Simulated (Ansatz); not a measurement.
Isolated molecules relaxed with PBE0-D4/def2-TZVP in Ansatz; ΔE leaves out vibrations. CCSD(T)/CBS is the MP2 limit (def2-TZVPP, def2-QZVPP) plus CCSD(T) − MP2 in def2-TZVPP, frozen cores. DFT in def2-TZVPP. B3LYP here is the variant with VWN-RPA as its local correlation; programs differ in this. HSE06 is defined as in plane-wave codes. Elements past krypton have def2 core potentials. For I outer-core shells are correlated without core-valence functions, which leaves a few kJ/mol of doubt a bond. One conformer a species, not always the lowest.

Consider the ligand exchange at the Al–I bond: `[AlH2][I]` + `O[SiH2][AlH2]` → `[AlH2][O][SiH2][AlH2]` + HI.

`[AlH2][I]`:

Cartesian coordinates in Å:
```
Al 0.127 -0.185 0.111
I -1.123 1.645 -0.984
H -0.658 -1.113 1.116
H 1.655 -0.346 -0.243
```

`O[SiH2][AlH2]`:

```xyz
8

O     1.640    0.780   -0.404
Si   -0.005    0.744   -0.180
Al   -0.679   -1.533    0.462
H     2.026    1.619   -0.659
H    -0.414    1.743    0.859
H    -0.713    1.186   -1.425
H    -2.218   -1.816    0.749
H     0.363   -2.723    0.599
```

`[AlH2][O][SiH2][AlH2]`:

Cartesian coordinates in Å:
```
Al -1.483 -1.746 -1.094
O -0.871 -0.525 -0.115
Si -0.286 0.669 0.834
Al 2.051 1.224 0.277
H -2.150 -1.334 -2.465
H -1.350 -3.238 -0.591
H -0.399 0.261 2.270
H -1.157 1.879 0.701
H 2.830 2.366 1.065
H 2.815 0.445 -0.883
```

HI:

Z-matrix (Å, degrees):
```
I
H 1 1.610
```

| level | ΔE (kJ/mol) | difference from CCSD(T)/CBS |
| --- | --- | --- |
| LDA (SPW92) | -1.0 | 0.2 |
| PBE-D4 | 2.7 | 3.9 |
| revPBE-D4 | 1.4 | 2.6 |
| BLYP-D4 | -14.8 | -13.6 |
| r2SCAN-D4 | -3.0 | -1.8 |
| B97M-V | -14.6 | -13.4 |
| PBE0-D4 | 4.6 | 5.8 |
| r2SCANh-D4 | -1.8 | -0.6 |
| r2SCAN0-D4 | 0.1 | 1.3 |
| HSE06-D4 | 5.4 | 6.6 |
| BHLYP-D4 | -9.5 | -8.3 |
| ωB97X-V | -4.6 | -3.4 |
| ωB97M-V | -4.4 | -3.2 |
| B2PLYP | -8.0 | -6.8 |
| PBE-QIDH | 3.9 | 5.1 |
| PBE | 4.5 | 5.7 |
| BLYP | -11.1 | -9.9 |
| r2SCAN | -2.2 | -1.0 |
| B3LYP | -8.9 | -7.7 |
| r2SCANh | -0.9 | 0.3 |
| r2SCAN0 | 1.0 | 2.2 |
| HSE06 | 7.1 | 8.3 |
| BHLYP | -8.2 | -7.0 |
| CAM-B3LYP | -13.6 | -12.4 |
| LC-ωPBE | -1.4 | -0.2 |
| RPA@PBE/def2-TZVPP | -12.4 | -11.2 |
| HF/def2-SVP | -8.5 | -7.3 |
| MP2/def2-SVP | -10.6 | -9.4 |
| CCSD/def2-SVP | -14.2 | -13.0 |
| CCSD(T)/def2-SVP | -14.1 | -12.9 |
| HF/def2-TZVPP | -4.7 | -3.5 |
| SCS-MP2/def2-TZVPP | -7.7 | -6.5 |
| CCSD/def2-TZVPP | -8.6 | -7.4 |
| CCSD(T)/def2-TZVPP | -7.7 | -6.5 |
| HF/def2-QZVPP | -7.1 | -5.9 |
| MP2/def2-QZVPP | 0.8 | 2.0 |
| SCS-MP2/def2-QZVPP | -4.7 | -3.5 |
| HF/CBS(def2) | -7.4 | -6.2 |
| MP2/CBS(def2) | 4.5 | 5.7 |
| CCSD/CBS(def2) | -2.1 | -0.9 |
| CCSD(T)/CBS | -1.2 | 0 |

Largest T1 diagnostic among the species: 0.013.

From r2SCAN to r2SCAN0 (25 % exact exchange), in def2-TZVPP and without D4, ΔE moves by +3.2 kJ/mol. Leaving LDA and LC-ωPBE aside and taking each functional with its dispersion term where it has one, the values, not all of them listed here, spread over 20.9 kJ/mol, from CAM-B3LYP-D4 to HSE06-D4. LDA lies −5.5 kJ/mol from PBE without D4. At CCSD(T), def2-SVP lies −12.9 kJ/mol from the extrapolated value and def2-TZVPP −6.5 kJ/mol.
